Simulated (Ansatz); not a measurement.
Series PbX4: PBE-D4/def2-SVP single points in Ansatz on relaxed structures, gas phase. Core potentials for Pb, no spin–orbit coupling. Binding counts from free atoms in the multiplicity of their measured ground term, without zero-point energy. The structures are stationary points that may keep the symmetry of their start.

(1) Estimate the order by binding per atom (eV), lowest first.
A. PbH4 (H4Pb) (singlet)
B. PbCl4 (singlet)
C. PbMe4 (C4H12Pb) (singlet)
D. PbF4 (singlet)

(1) A (1.90), B (2.42), D (3.06), C (3.67).

In full:

| species | atoms | state | geometry | HOMO (eV) | LUMO (eV) | gap (eV) | binding per atom (eV) | point group (within 0.1 Å) |
| --- | --- | --- | --- | --- | --- | --- | --- | --- |
| PbF4 | 5 | singlet | PBE-D4/def2-SVP | -9.48 | -6.47 | 3.01 | 3.06 | Td |
| PbCl4 | 5 | singlet | PBE-D4/def2-SVP | -8.04 | -5.82 | 2.22 | 2.42 | Td |
| PbH4 (H4Pb) | 5 | singlet | PBE0-D4/def2-TZVP | -7.68 | -0.96 | 6.72 | 1.90 | Td |
| PbMe4 (C4H12Pb) | 17 | singlet | B3LYP-D4/def2-SVP | -6.11 | -0.70 | 5.41 | 3.67 | T |

The gap (eV) runs from 2.22 (PbCl4) to 6.72 (PbH4).
